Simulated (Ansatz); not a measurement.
Z-matrix (Å, degrees):
```
C
C 1 1.495
H 1 1.093 2 110.9
H 1 1.089 2 110.7 3 -119.5
H 1 1.089 2 110.7 3 119.5
C 2 1.387 1 121.7 3 -90.0
C 2 1.387 1 121.7 3 89.5
C 6 1.384 2 122.4 1 179.8
F 6 1.331 2 119.6 1 -0.4
C 7 1.384 2 122.4 1 -179.8
F 7 1.331 2 119.6 1 0.4
F 8 1.325 6 120.6 2 179.9
C 8 1.385 6 119.4 2 -0.2
F 10 1.325 7 120.6 2 -179.9
F 13 1.323 8 120.2 6 -179.9
```

Total charge 0; spin multiplicity 1.

List the PBE/def2-TZVPP orbital energies in eV (Ansatz). (Estimate.)

Computed: Occupied: -661.28, -661.20, -661.20, -661.12, -661.12, -272.02, -271.90, -271.90, -271.87, -271.87, -270.15, -269.50, -31.95, -31.75, -31.58, -31.36, -31.29, -22.58, -20.17, -19.33, -17.98, -16.52, -16.13, -14.92, -14.75, -14.29, -13.63, -13.42, -12.98, -12.95, -12.16, -11.95, -11.34, -11.24, -11.06, -10.63, -10.53, -10.51, -9.97, -9.82, -9.40, -9.09, -8.49, -6.40, -6.22. Lowest empty: -1.52, -1.28, -1.24, 0.67, 0.94, 1.94, 2.10, 2.37.
